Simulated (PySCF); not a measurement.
## Excitation energy of Bi by level of theory

Bi [Xe] 4f14 5d10 6s2 6p3 (4S) → Bi [Xe] 4f14 5d10 6s1 6p3 6d1 (6D), as a difference of total energies. All numbers are calculated (PySCF 2.14, the spin-free X2C one-electron Hamiltonian (Gaussian nucleus), in aug-cc-pVTZ-DK3). Correlated levels: valence: [Xe] 4f14 5d10 frozen. The calculations carry no spin-orbit coupling.

```
           method  excitation energy (cm⁻¹)
              UHF                    104980
              LDA                    126070
              PBE                    122520
             PBE0                    120230
           r2SCAN                    120600
        BHandHLYP                    121470
           M06-2X                    118860
    MP2 (valence)                    111830
SCS-MP2 (valence)                    114140
```

Spin-orbit coupling is strong in these open shells (close to jj coupling). The scalar numbers leave it out and a first-order estimate fails, so it can dominate the gap to the real levels.

The upper state lies above the first ionisation limit.

The promoted electron is Rydberg-like, and one or two diffuse shells describe it only roughly, which tends to raise the upper state.
